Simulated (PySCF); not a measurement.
PySCF 2.14 output of an unrestricted M06 calculation on a single atom or ion in x2c-TZVPPall with one added diffuse shell each of s, p, d, f type (12s8p8d4f1g, 113 functions), with scalar relativity by spin-free X2C-1e:

```
SCF conv_tol = 1e-09
number electrons alpha = 41  beta = 35
    Y. Zhao and D. G. Truhlar.,  Theor. Chem. Acc. 120, 215 (2008)
    Y. Zhao and D. G. Truhlar.,  Theor. Chem. Acc. 120, 215 (2008)
cycle= 1 E= -17255.4882907682  delta_E= -0.0179  |g|= 0.148  |ddm|= 0.74
cycle= 2 E= -17255.4881795441  delta_E= 0.000111  |g|= 0.142  |ddm|= 0.333
cycle= 3 E= -17255.4892867202  delta_E= -0.00111  |g|= 0.0121  |ddm|= 0.58
cycle= 4 E= -17255.4900242661  delta_E= -0.000738  |g|= 0.0108  |ddm|= 0.282
cycle= 5 E= -17255.4901895256  delta_E= -0.000165  |g|= 0.00328  |ddm|= 0.113
cycle= 6 E= -17255.4901962303  delta_E= -6.7e-06  |g|= 0.000633  |ddm|= 0.0246
cycle= 7 E= -17255.4901961633  delta_E= 6.7e-08  |g|= 0.000447  |ddm|= 0.00533
cycle= 8 E= -17255.4901963365  delta_E= -1.73e-07  |g|= 0.000107  |ddm|= 0.00491
cycle= 9 E= -17255.4901963463  delta_E= -9.79e-09  |g|= 2.77e-05  |ddm|= 0.00121
cycle= 10 E= -17255.490196347  delta_E= -7.06e-10  |g|= 3.42e-06  |ddm|= 0.000274
converged SCF energy = -17255.490196347  <S^2> = 12.002291  2S+1 = 7.0006544
```

The run itself started from symmetry-adapted Hartree-Fock orbitals and held the occupation by maximum overlap, on a logarithmic radial grid, so the iterations belong to that start.

**Question.** Which element, charge and spin multiplicity is this?

**Answer.** Os (osmium, neutral), multiplicity 7; the state was [Xe] 4f14 5d5 6s2 7s1, high-spin 7S determinant (an excited configuration).

Spin-orbit coupling, which splits the p, d and f shells strongly at this Z, is absent. The outer electron is Rydberg-like, and this basis confines it to a smaller radius and binds it less than a complete one would.
